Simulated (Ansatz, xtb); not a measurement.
System: MoO, charge 0, multiplicity 3. The spin state was set by rule; other spins were not relaxed. SMILES: [O]=[Mo]
Structure (B3LYP-D3(BJ)/def2-TZVP (Ansatz, an electronic-structure program) minimum search):
```
Mo
O 1 1.6412
```
Charge 0, spin multiplicity 3.

Harmonic wavenumbers from GFN2-xTB (xtb, at its own minimum), cm⁻¹: 874.

### Question
Give the harmonic wavenumbers at B3LYP-D3(BJ)/def2-TZVP (Ansatz, finite differences of forces, unscaled).

### Answer
1075 cm⁻¹. Zero-point energy 1.5 kcal/mol.

### Question
From these and the geometry, give the ideal-gas thermochemistry at 298.15 K and 1 atm (rigid rotor, harmonic oscillator).

### Answer
Point group C∞v, rotational symmetry number 1. Rotational constants 13.68, 13.68 GHz. S(trans) 40.05, S(rot) 14.15, S(vib) 0.07, S(elec, spin only) 2.18, S 56.5 cal/(mol K). H(298) - H(0) 2.09 kcal/mol; G - E(el) -13.2 kcal/mol.
